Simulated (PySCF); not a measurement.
Compound: C₇H₁₃N.
Geometry (PBE0-D3(BJ)/def2-SVP, Å), atoms numbered from 1 in this order:
```
atom  x, y, z in Å
C1     3.6418    1.0705    0.7944
C2     2.3816    0.8969    0.0160
C3     1.4862   -0.0792    0.1970
C4     0.2239   -0.2382   -0.5918
C5    -1.0779   -0.0414    0.2133
C6    -1.2273   -1.0486    1.3509
C7    -1.1654    1.3623    0.7374
N8    -2.0546    2.1732    0.3373
H9     4.5261    1.0382    0.1355
H10    3.6671    2.0506    1.3006
H11    3.7575    0.2879    1.5592
H12    2.1864    1.6395   -0.7704
H13    1.6813   -0.8257    0.9789
H14    0.1923   -1.2520   -1.0311
H15    0.2261    0.4710   -1.4355
H16   -1.9228   -0.1572   -0.4849
H17   -0.4582   -0.9061    2.1270
H18   -1.1361   -2.0798    0.9747
H19   -2.2106   -0.9499    1.8348
H20   -0.3933    1.6294    1.4882
H21   -1.9453    3.0773    0.8076
```

Level: CAM-B3LYP/def2-SVPD in PySCF, non-relativistic, on one gas-phase PBE0-D3(BJ)/def2-SVP geometry that isn't relaxed in the solvent. The solvent is an IEF-PCM continuum (van der Waals radii × 1.2), and excitations are vertical TDDFT with non-equilibrium linear response and a frozen core. Only the electrostatic response of the medium enters.

```csv
run,E − E(gas) (kcal/mol),HOMO (eV),HOMO–LUMO gap (eV),dipole (D),lowest singlet (eV),static polarisability (au)
gas,0.00,-8.32,9.34,2.20,5.35,94.6
P,-5.62,-8.21,9.19,2.99,5.46,127.6
Q,-5.81,-8.21,9.19,3.03,5.46,128.9
```

Problem. The runs were made in methanol and water. Which run belongs to which solvent?

Solution. P = methanol, Q = water. The dielectric constants are 32.61 (methanol), 78.36 (water), and the energy falls further as ε rises. The optical constants n² used for the excitations are 1.77, 1.78 in the same order. In this model the ground state sees the solvent through ε alone.

Problem. How constant is the ratio of the lowering to (ε − 1)/(2ε + 1)?

Solution. 
| solvent | (ε − 1)/(2ε + 1) | E − E(gas) (kcal/mol) | ratio (kcal/mol) | polarisation term (kcal/mol) |
| --- | --- | --- | --- | --- |
| methanol | 0.477 | -5.62 | -11.8 | -6.71 |
| water | 0.490 | -5.81 | -11.8 | -6.98 |

The ratio changes by +0.6 % in size from methanol to water. The polarisation term is half the interaction of the solute with the induced surface charges.

Time: 57 s. Hardware: one thread of an x86-64 server, on a shared host. This is the whole response run at CAM-B3LYP/def2-SVPD in water, SCF included.
